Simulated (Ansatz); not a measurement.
The inner images of a band of ClGeH3 + H2O (8 atoms, charge 0, multiplicity 1) are given out of order.

These are results of RKS PBE-D4/def2-SVP (Ansatz), not measurements.

Initial state:

```xyz
8
Properties=species:S:1:pos:R:3
Ge -0.123 0.335 -0.087
H -0.260 0.488 1.443
H 1.321 0.136 -0.582
H -0.813 1.521 -0.811
Cl -1.311 -1.422 -0.703
O 1.117 -2.187 1.191
H 0.460 -2.476 0.524
H 0.590 -2.216 2.012
```

Final state:

```xyz
8
Properties=species:S:1:pos:R:3
Ge -0.019 -0.354 -0.770
H 0.865 -0.611 3.549
H 1.352 0.229 -1.160
H -1.088 0.674 -0.316
Cl -0.858 -1.403 -2.488
O 0.355 -1.537 0.526
H -0.448 -1.995 0.840
H 0.822 -0.823 2.808
```

Problem. Put them in order from the first end to the last, with their energies above the first end.
A.
```xyz
8
Properties=species:S:1:pos:R:3
Ge 0.093 -0.219 -0.112
H 0.666 0.181 1.642
H 1.377 0.348 -0.743
H -1.156 0.645 0.168
Cl -0.715 -1.533 -1.740
O 0.459 -1.849 0.992
H -0.307 -2.460 1.074
H 0.565 -0.933 1.707
```
B.
```xyz
8
Properties=species:S:1:pos:R:3
Ge -0.014 -0.547 -0.406
H 0.687 0.392 2.478
H 1.277 0.265 -0.629
H -1.199 0.244 0.205
Cl -0.722 -1.329 -2.315
O 0.485 -1.939 0.611
H -0.255 -2.555 0.765
H 0.722 -0.352 2.280
```
C.
```xyz
8
Properties=species:S:1:pos:R:3
Ge -0.045 0.283 -0.153
H 0.050 0.149 1.382
H 1.337 0.417 -0.822
H -0.999 1.454 -0.487
Cl -1.051 -1.464 -1.033
O 0.947 -2.329 1.273
H 0.112 -2.539 0.805
H 0.630 -1.792 2.022
```
D.
```xyz
8
Properties=species:S:1:pos:R:3
Ge 0.021 -0.492 -0.571
H 0.616 0.102 3.022
H 1.345 0.217 -0.912
H -1.066 0.379 0.107
Cl -0.870 -1.261 -2.408
O 0.508 -1.868 0.473
H -0.265 -2.403 0.737
H 0.692 -0.495 2.540
```
E.
```xyz
8
Properties=species:S:1:pos:R:3
Ge 0.028 -0.461 -0.248
H 0.656 0.291 1.972
H 1.323 0.302 -0.620
H -1.143 0.461 0.202
Cl -0.702 -1.523 -2.001
O 0.458 -1.875 0.822
H -0.273 -2.517 0.900
H 0.634 -0.497 1.960
```
F.
```xyz
8
Properties=species:S:1:pos:R:3
Ge 0.064 0.107 -0.118
H 0.432 0.151 1.417
H 1.352 0.505 -0.861
H -1.149 1.061 -0.124
Cl -0.783 -1.515 -1.373
O 0.700 -2.187 1.195
H -0.211 -2.512 1.048
H 0.577 -1.431 1.805
```
G.
```xyz
8
Properties=species:S:1:pos:R:3
Ge 0.055 -0.410 -0.697
H 0.552 -0.315 3.364
H 1.392 0.154 -1.215
H -0.907 0.612 -0.040
Cl -1.043 -1.302 -2.358
O 0.530 -1.703 0.453
H -0.250 -2.182 0.792
H 0.652 -0.674 2.689
```

Solution. C (+0.11 eV), F (+0.64 eV), A (+1.55 eV), E (+0.43 eV), B (+0.06 eV), D (+0.02 eV), G (+0.01 eV).

The run took 90 s on 2 threads of Intel(R) Xeon(R) 6975P-C (Granite Rapids) (shared host), peak memory 0.16 GiB.
